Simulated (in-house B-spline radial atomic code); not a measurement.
Computed with a B-spline radial atomic code. Model: two electrons, singlet ground state, non-relativistic, full CI in B-splines with partial waves to l = 8 (at full coupling up to 3e-4 hartree above the limit, correlation up to 0.6 % small), density held at that of full coupling by Lieb maximisation.

W(λ) is the mean repulsion in the state of coupling λ less the Hartree energy of the fixed density. Its start is exact exchange, its initial slope is twice the second-order Görling-Levy correlation energy, and its area from 0 to 1 is E_xc. A straight curve means weak, dynamic correlation, and a curve that drops fast and flattens means strong correlation.

Command:
```bash
python run_ac.py task.json out
```
Settings (lengths in bohr, energies in hartree):
```
potential              yukawa
strength               2.54
lmax                   8
second                 0.918
```

Time taken, with all properties: 73 s on 1 thread of Intel(R) Xeon(R) Processor @ 2.30GHz, with other jobs on the host.

**W = mean repulsion less Hartree energy, and W of three functionals.**

Given: confinement screened point charge; nuclear charge 2.54; screening of the nucleus 0.918 1/bohr; external potential -Z exp(-k r)/r.

Computed: PBE exchange minus exact -0.735 millihartree; SCAN exchange minus exact -13.966 millihartree.

| coupling | W xc (hartree) | W xc minus exchange (millihartree) | kinetic minus Kohn-Sham (millihartree) | LDA (PW92) W minus its exchange (millihartree) | PBE W minus its exchange (millihartree) | SCAN W minus its exchange (millihartree) |
| --- | --- | --- | --- | --- | --- | --- |
| 0 | -1.1581 | 0 | 0 | 0 | 0 | 0 |
| 0.02 | -1.1601 | -2.052 | 0.02 | -12.09 | -1.62 | -1.8 |
| 0.05 | -1.1632 | -5.098 | 0.13 | -24.81 | -4.09 | -4.44 |
| 0.12 | ? | ? | ? | ? | ? | ? |
| 0.25 | -1.1825 | -24.46 | 3 | -79.64 | -20.63 | -20.86 |
| 0.4 | -1.196 | -37.982 | 7.39 | -108.67 | -32.69 | -32.14 |
| 0.6 | -1.2129 | -54.812 | 15.78 | -140.21 | -48.05 | -46.1 |
| 0.8 | ? | ? | ? | ? | ? | ? |
| 1 | -1.2429 | -84.877 | 39.69 | -189.47 | -76.25 | -71.03 |
| 1.4 | -1.269 | -110.91 | 70.8 | -227.9 | -101.34 | -92.8 |
| 2 | -1.302 | -143.93 | 126.62 | -273.54 | -134.09 | -120.95 |
| 3 | -1.3451 | -187.08 | 233.44 | -330.61 | -178.69 | -159.04 |
| 4.5 | -1.3915 | -233.46 | 405.21 | -391.41 | -229.66 | -202.25 |
| 7 | -1.4415 | -283.47 | 687.59 | -459.16 | -289.49 | -252.04 |

Problem. What belongs in the row 0.12?

Solution. W xc (hartree): -1.1701; W xc minus exchange (millihartree): -12.057; kinetic minus Kohn-Sham (millihartree): 0.72; LDA (PW92) W minus its exchange (millihartree): -47.62; PBE W minus its exchange (millihartree): -9.9; SCAN W minus its exchange (millihartree): -10.4.

Problem. What belongs in the row 0.8?

Solution. W xc (hartree): -1.2285; W xc minus exchange (millihartree): -70.402; kinetic minus Kohn-Sham (millihartree): 26.68; LDA (PW92) W minus its exchange (millihartree): -166.6; PBE W minus its exchange (millihartree): -62.57; SCAN W minus its exchange (millihartree): -59.01.

Problem. What is the LDA exchange minus exact?

Solution. 152.48 millihartree.

**Energy parts, natural occupations and partial-wave weights.**

Computed: exchange energy -1.1581 hartree; correlation energy -0.045191 hartree; kinetic part of the DFT correlation energy 0.039686 hartree; initial slope twice GL2 -0.10302 hartree; kinetic part over minus potential part 0.46757; Hartree energy 2.3161 hartree; Kohn-Sham kinetic 3.9311 hartree.

```
natural  occupation of the shell (electrons)
      s                               1.9846
      s                                    ?
      p                            0.0053612
      d                           0.00023968
      p                           0.00021753
      s                           0.00017271
```

Problem. What belongs in the row s?

Solution. occupation of the shell (electrons): 0.0093104.

```csv
wave,weight
s,0.99704
p,0.0028009
d,0.00013641
f,?
g,4.3743e-06
```

Problem. What belongs in the row f?

Solution. weight: 1.9021e-05.

Problem. What is the total energy?

Solution. -1.5733 hartree.

Problem. What is the Lieb Oxford ratio E_xc over LDA exchange?

Solution. 1.1966.

Half-way to full coupling W has made 55 % of its drop, against 50 % for a straight line, and second-order (GL2) theory, half the initial slope, overshoots the correlation energy by about 14 %: a moderate bend, as in light atoms. Over couplings 0 to 1 the errors in E_xc come to about +81 millihartree for LDA, +4.8 millihartree for PBE, -6.8 millihartree for SCAN, so PBE is nearest. In LDA and PBE and SCAN the errors of exchange and correlation have opposite signs, so the sum is smaller than the larger of the two.
